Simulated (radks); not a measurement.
The numbers below are computed, except where a source is named.
Ar3+, 15 electrons, occupied as [Ne] 3s2 3p(up 1.875, down 1.125) (fractional occupations, a model configuration).

Code: a radial shooting solver on a logarithmic mesh with Libxc functionals. Model: scalar-relativistic Kohn-Sham, LDA (Slater exchange, Perdew-Wang correlation), spin-polarised, spherical densities, finite nucleus; Fermi nuclear charge, rms radius 3.4274 fm.

Energy parts (hartree):
| part | energy |
|---|---|
| total | -524.59775 |
| kinetic | 527.06574 |
| electron-nucleus | -1228.13917 |
| Hartree | 204.42656 |
| exchange-correlation | -27.95089 |

Orbitals (lengths in bohr, moments of r in powers of bohr; <r^-3> diverges for s and p1/2):
| orbital | occ. | eigenvalue (hartree) | <r^-3> |
|---|---|---|---|
| 1s up | 1 | -116.1353 | - |
| 1s down | 1 | -116.1274 | - |
| 2s up | 1 | -12.64455 | - |
| 2s down | 1 | -12.63617 | - |
| 2p up | 3 | -10.22476 | 127.2 |
| 2p down | 3 | -10.21441 | 127.2 |
| 3s up | 1 | -2.42415 | - |
| 3s down | 1 | -2.38734 | - |
| 3p up | 1.875 | -1.85448 | 14.52 |
| 3p down | 1.125 | -1.81948 | 14.40 |

The highest occupied level is 3p down at -49.511 eV. The spin density at the nucleus is -0.0640 e/bohr^3 (1s -0.1394, 2s -0.0137, 3s 0.0891).
